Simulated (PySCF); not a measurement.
Gas-phase reaction: 2 Cu + I2 → 2 CuI

Computed with PySCF and rigid-rotor harmonic-oscillator thermochemistry at 1 bar. † marks an energy on the PBE0/def2-TZVP geometry and frequencies. MP2 and CCSD(T) freeze the core. Open shells (unrestricted): Cu (multiplicity 2); the rest are closed-shell singlets. I: scalar-relativistic def2 core potential, no spin-orbit coupling. Cu: all electrons, no relativistic terms. MP2 isn't extrapolated to the basis-set limit; its ΔH°(298 K) is -457.9 kJ in def2-SVP and -417.6 kJ in def2-TZVPP. CCSD(T) isn't extrapolated to the basis-set limit; its ΔH°(298 K) is -435.3 kJ in def2-SVP and -397.8 kJ in def2-TZVPP. The harmonic model lacks anharmonicity and excited electronic states, which grow with temperature; levels with a mode under 35 cm⁻¹ are left out. Warning, large T1 diagnostic: CuI (CCSD(T)/def2-SVP†).

```json
[
 {"level": "BLYP/def2-TZVP†", "ΔE electronic, kJ": "-346", "ΔH°(298 K), kJ": "-347", "ΔS°(298 K), J/K": "-80", "ΔG°(1200 K), kJ": "-247"},
 {"level": "CCSD(T)/def2-SVP†", "ΔE electronic, kJ": "-434", "ΔH°(298 K), kJ": "-435", "ΔS°(298 K), J/K": "-80", "ΔG°(1200 K), kJ": "-335"},
 {"level": "CCSD(T)/def2-TZVPP†", "ΔE electronic, kJ": "-397", "ΔH°(298 K), kJ": "-398", "ΔS°(298 K), J/K": "-80", "ΔG°(1200 K), kJ": "-298"},
 {"level": "HF/def2-TZVP†", "ΔE electronic, kJ": "-330", "ΔH°(298 K), kJ": "-331", "ΔS°(298 K), J/K": "-80", "ΔG°(1200 K), kJ": "-230"},
 {"level": "M06-2X/def2-TZVP†", "ΔE electronic, kJ": "-377", "ΔH°(298 K), kJ": "-378", "ΔS°(298 K), J/K": "-80", "ΔG°(1200 K), kJ": "-278"},
 {"level": "MP2/def2-SVP†", "ΔE electronic, kJ": "-457", "ΔH°(298 K), kJ": "-458", "ΔS°(298 K), J/K": "-80", "ΔG°(1200 K), kJ": "-358"},
 {"level": "PBE0/def2-QZVP†", "ΔE electronic, kJ": "-382", "ΔH°(298 K), kJ": "-383", "ΔS°(298 K), J/K": "-80", "ΔG°(1200 K), kJ": "-283"},
 {"level": "PBE0/def2-SVP†", "ΔE electronic, kJ": "-433", "ΔH°(298 K), kJ": "-434", "ΔS°(298 K), J/K": "-80", "ΔG°(1200 K), kJ": "-333"},
 {"level": "r2SCAN/def2-TZVP†", "ΔE electronic, kJ": "-395", "ΔH°(298 K), kJ": "-396", "ΔS°(298 K), J/K": "-80", "ΔG°(1200 K), kJ": "-296"},
 {"level": "ωB97M-V/def2-TZVP†", "ΔE electronic, kJ": "-408", "ΔH°(298 K), kJ": "-409", "ΔS°(298 K), J/K": "-80", "ΔG°(1200 K), kJ": "-309"},
 {"level": "ωB97X-V/def2-TZVP†", "ΔE electronic, kJ": "-404", "ΔH°(298 K), kJ": "-405", "ΔS°(298 K), J/K": "-80", "ΔG°(1200 K), kJ": "-305"}
]
```
ΔH° is lowest at MP2/def2-SVP† and highest at HF/def2-TZVP†. No reference value is set beside these.
